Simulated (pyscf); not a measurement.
•H₂C–AlH₂ → [H₃C–AlH]• (hydrogen shift; doublet surface; Al–H broken, C–H formed). Structures and frequencies: ωB97X-D3(BJ)/def2-SVP in PySCF. Correlated levels are frozen-core, on RHF or UHF. ΔMP2 is the change of the MP2 total energy from the triple- to the quadruple-zeta basis. Energies in kcal/mol from the reactant's lowest minimum found.

```tsv
level	barrier	reaction energy
ωB97X-D3(BJ)/def2-TZVP	38.9	-14.7
PBE/def2-TZVP	27.7	-19.5
r²SCAN/def2-TZVP	32.3	-15.7
B3LYP-D3(BJ)/def2-TZVP	34.5	-15.3
CCSD/def2-TZVPP	39.7	-14.0
CCSD(T)/def2-TZVPP	37.2	-15.2
CCSD(T)/def2-TZVPP + ΔMP2(QZVPP)	36.9	-15.2
```

One saddle was located; it need not be the lowest between these sides. The CCSD(T) − MP2 part came from Ansatz, without density fitting, on the same reference. A UHF reference is spin-contaminated (<S²> up to 0.86), which harms MP2 most.
